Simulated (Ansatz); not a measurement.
Born–Oppenheimer molecular dynamics of CH$_{8}$AlBFNSi (14 atoms, charge 0, multiplicity 1). It starts from a relaxed structure.

Level of theory: RKS PBE/STO-3G (Ansatz 0.2.0).

```json
{
  "ensemble": "NVT, Nosé–Hoover chain",
  "time step": "0.5 fs",
  "steps asked": "166",
  "set temperature": "1000 K",
  "thermostat": "time constant 50 fs, chain length 1",
  "seed": "502321"
}
```

First frame:

```xyz
14
Properties=species:S:1:pos:R:3
N 0.540 -1.858 2.206
Si 0.673 -0.418 1.129
C -0.053 -0.620 -0.623
B 0.178 0.713 -1.476
F 1.294 0.746 -2.212
Al -1.147 2.279 -1.406
H 0.981 -2.678 1.686
H -0.486 -2.146 2.218
H -0.022 0.668 1.807
H 2.093 -0.112 1.027
H 0.430 -1.500 -1.091
H -1.128 -0.853 -0.511
H -1.053 3.371 -0.352
H -2.314 2.378 -2.375
```

Question: How far do the bonds stretch over the last three quarters of this one trajectory? (Pairs bonded in most of those frames.)

Answer: 
```csv
bond,mean (Å),spread (Å),shortest,longest
N1–Si2,1.836,0.071,1.71,1.95
N1–H7,1.072,0.030,1.02,1.14
N1–H8,1.071,0.024,1.03,1.14
Si2–C3,1.895,0.045,1.84,1.98
Si2–H9,1.468,0.067,1.36,1.57
Si2–H10,1.463,0.038,1.41,1.53
C3–B4,1.605,0.070,1.50,1.70
C3–H11,1.112,0.040,1.05,1.17
C3–H12,1.109,0.034,1.05,1.17
B4–F5,1.339,0.023,1.30,1.38
B4–Al6,2.050,0.061,1.96,2.17
Al6–H13,1.529,0.048,1.44,1.62
Al6–H14,1.531,0.030,1.48,1.58
```

Mean temperature of the second half: 671 K. The conserved energy stayed within 0.56 meV per atom of its start (net change 0.31 meV per atom), so the integration is sound. The mean temperature of the second half is 33 % below the set value. A run of 0.083 ps of so small a system gives no equilibrium averages. Limits of this set-up: minimal basis.

Run time: 3.6 min on 1 thread of Intel(R) Xeon(R) 6975P-C (Granite Rapids) (shared host), peak memory 0.1 GiB.
